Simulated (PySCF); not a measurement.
**Simulated absorption spectrum**

C3H5FSe.
Z-matrix (Å and degrees, PBE0-D3(BJ)/def2-SVP geometry), rows numbered from 1:
```
C 
Se  1  1.9464
C   2  1.8923  1   97.95
C   3  1.3322  2  120.50  1   120.09
F   4  1.3275  3  122.34  2   174.20
H   1  1.0988  2  106.75  3   176.74
H   1  1.0976  2  110.53  3   -64.12
H   1  1.0983  2  110.43  3    58.27
H   3  1.0950  2  119.36  1   -64.64
H   4  1.0949  3  124.54  2    -5.08
```

Theory: TDDFT wB97X-D/def2-SVPD, vertical, gas phase, core orbitals frozen in the response in PySCF 2.14.0, density-fitted response routines. Relativistic effects, spin–orbit coupling among them, are left out although an element past zinc is present.

Computed states:

```tsv
state	E (eV)	f
S1	4.75	0.018
S2	5.62	0.028
S3	5.94	0.028
S4	6.40	0.015
S5	6.73	0.077
S6	6.97	0.216
S7	7.31	0.035
S8	7.41	0.031
S9	7.53	0.031
S10	7.82	0.040
```

Each state is given a Gaussian of 0.5 eV full width at half maximum, with ε(max) = 2.175×10⁸ f / Δν̃ (Δν̃ the width in cm⁻¹). The width is an assumption, not a result. The curve ends short of the highest state used, and states not computed would add to its high-energy end.

(1) Give the broadened spectrum and its maxima.

(2) Coming from long wavelengths, where does ε first pass 100 L mol⁻¹ cm⁻¹?

(3) On this curve, what absorbance would a 10⁻³ mol/L sample give at 266 nm over a 1 cm path?

Answers

(1) 
λ (nm), ε (L mol⁻¹ cm⁻¹) and a bar:
```
    171.7       9617 ####################
    176.5      14122 ##############################
    181.3      13561 #############################
    186.0       8464 ##################
    190.8       3977 ########
    195.6       1899 ####
    200.4       1455 ###
    205.1       1757 ####
    209.9       2141 #####
    214.7       2260 #####
    219.5       2058 ####
    224.2       1590 ###
    229.0       1003 ##
    233.8        533 #
    238.5        311 #
    243.3        323 #
    248.1        506 #
    252.9        748 ##
    257.6        927 ##
    262.4        966 ##
    267.2        855 ##
    272.0        653 #
    276.7        441 #
    281.5        263 #
    286.3        141 
    291.1         69 
    295.8         32 
    300.6         13 
    305.4          5 
    310.2          2
```

Maxima: 261 nm (4.75 eV), ε about 970, made up of S1 (100%); 214 nm (5.79 eV), ε about 2300, made up of S2 (47%) and S3 (52%); 179 nm (6.95 eV), ε about 15000, made up of S5 (17%) and S6 (79%) (ε in L mol⁻¹ cm⁻¹; maxima over ε = 5, shares over 10%).

(2) At about 289 nm (4.30 eV), 0.45 eV below S1.

(3) 266 nm is 4.661 eV, where ε is about 890 L mol⁻¹ cm⁻¹, so A = ε c l ≈ 0.89 (Beer–Lambert, with the gas-phase spectrum and the assumed width).

All these states lie below the vertical ionisation energy of 8.54 eV (ΔSCF).

Hardware: one thread of an Arm Neoverse V2, no GPU, shared host. Cost: 34 s wall.

One conformer stands for the species.
